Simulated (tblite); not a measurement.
Compound: C6H3N2O (doublet state).
Atom-mapped SMILES: `[N:1]#[C:2][CH:3]/[C:4]([CH:5]=[O:6])=[CH:7]/[C:8]#[N:9]` (hydrogens: H10 on C3; H11 on C5; H12 on C7)

Structure optimised with GFN2-xTB, isolated species. This method treats the open shell by occupation alone, without spin polarisation.

Question: Give the optimised bond lengths and angles.

Answer: 
| bond | length (Å) |
| --- | --- |
| N1≡C2, C8≡N9 | 1.153 |
| C2–C3, C7–C8 | 1.387 |
| C3–C4, C4=C7 | 1.391 |
| C4–C5 | 1.489 |
| C5=O6 | 1.199 |
| C3–H10, C7–H12 | 1.083 |
| C5–H11 | 1.104 |

Bonds in one row agree within 0.01 Å and their mean is given. A selection of angles:
| angle | degrees |
| --- | --- |
| N1–C2–C3 | 179.6 |
| C2–C3–C4 | 123.8 |
| C2–C3–H10 | 117.8 |
| C4–C3–H10 | 118.3 |
| C3–C4–C5 | 116.9 |
| C3–C4–C7 | 123.3 |
| C5–C4–C7 | 119.8 |
| C4–C5–O6 | 123.8 |
| C4–C5–H11 | 113.8 |
| O6–C5–H11 | 122.4 |
| C4–C7–H12 | 119.9 |
| C8–C7–H12 | 116.5 |

Torsions: C2–C3–C4–C5 180° (antiperiplanar); C3–C4–C5–O6 0° (synperiplanar); C3–C4–C7–C8 180° (antiperiplanar).

C5 (carbon bonded to C, O and H) is planar (angles 123.8°, 122.4° and 113.8°, sum 360.0°, 0.00 Å off the plane of its three neighbours). The 9 heavy atoms lie in one plane (0.000 Å rms). The C–C distances run from 1.386 Å (C2–C3, drawn single) to 1.489 Å (C4–C5, drawn single), a spread of 0.103 Å. Of the pairs four or more bonds apart, C8···H11 is among the closest relative to their van der Waals radii: 2.47 Å, 85 % of the sum of Bondi's values. C4 (carbon bonded to 3 C) is planar (angles 123.3°, 119.8° and 116.9°, sum 360.0°, 0.00 Å off the plane of its three neighbours). C3 (carbon bonded to 2 C and H) is planar (angles 123.8°, 118.3° and 117.8°, sum 360.0°, 0.00 Å off the plane of its three neighbours).

Point group: Cs (every atom within 0.08 Å of its image). Its GFN2-xTB frequencies are all real (lowest 84 cm⁻¹). 2 starts were optimised and ended at 0.00 and 2.13 kcal/mol (GFN2-xTB); the lowest of these is shown.

On an Arm Neoverse V2 with one thread, shared host with 96 logical CPUs at a one-minute load of 41, this took 0.12 s. These figures are those of the optimisation.

One conformer stands for the species.

These are computed values.
